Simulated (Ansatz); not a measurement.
Breaking the As1–As2 bond in As2 (multiplicity 1 held). Energies count from the point at 2.104 Å.


Signs of static correlation in cc-pVDZ, with CASSCF(10,8), from Ansatz (an electronic-structure program) runs.

```csv
R (Å),T1 of restricted CCSD,⟨S²⟩ of UHF,largest double amplitude of restricted CCSD,weight of the CASSCF reference in MRCISD,CASSCF natural occupations
1.683,0.011,0.000,0.088,0.931,2.00 1.99 1.99 1.96 1.96 0.05 0.05 0.02
1.894,0.013,0.129,0.115,0.929,1.99 1.99 1.98 1.93 1.93 0.07 0.07 0.02
2.104,0.016,1.000,0.148,0.927,1.99 1.99 1.97 1.90 1.90 0.11 0.11 0.04
2.315,0.019,1.493,0.188,0.925,1.99 1.99 1.95 1.84 1.84 0.17 0.17 0.05
2.525,0.022,___,0.235,0.923,1.99 1.99 1.93 1.74 1.74 0.26 0.26 0.08
2.841,0.027,___,0.325,0.920,2.00 1.99 1.84 1.51 1.51 0.49 0.49 0.16
3.156,0.031,2.706,0.440,0.919,2.00 2.00 1.68 1.28 1.28 0.72 0.72 0.32
3.682,0.037,2.920,0.660,0.919,2.00 2.00 1.39 1.10 1.10 0.90 0.90 0.62
4.208,0.041,2.979,0.780,0.919,2.00 2.00 1.20 1.04 1.04 0.96 0.96 0.80
4.840,0.040,2.997,0.830,0.919,2.00 2.00 1.09 1.01 1.01 0.99 0.99 0.91
5.681,0.038,3.001,0.848,0.919,2.00 2.00 1.03 1.00 1.00 1.00 1.00 0.97
6.733,0.036,3.001,0.852,0.919,2.00 2.00 1.00 1.00 1.00 1.00 1.00 1.00
8.417,0.035,3.001,0.852,0.919,2.00 2.00 1.00 1.00 1.00 1.00 1.00 1.00
```

Some entries are withheld; supply them.


- 2.525, ⟨S²⟩ of UHF: 1.809
- 2.841, ⟨S²⟩ of UHF: 2.349

Doubts at one or more of the structures used: a restricted determinant that unrestricted orbitals would lower (R-CCSD(T)/cc-pVDZ); other coupled-cluster roots lie near (R-CCSD(T)/cc-pVDZ); a spin-contaminated determinant (U-CCSD(T)/cc-pVDZ); T1 above 0.05 (U-CCSD(T)/cc-pVDZ); the program's own flag: large difference (U-CCSD(T)/cc-pVDZ).
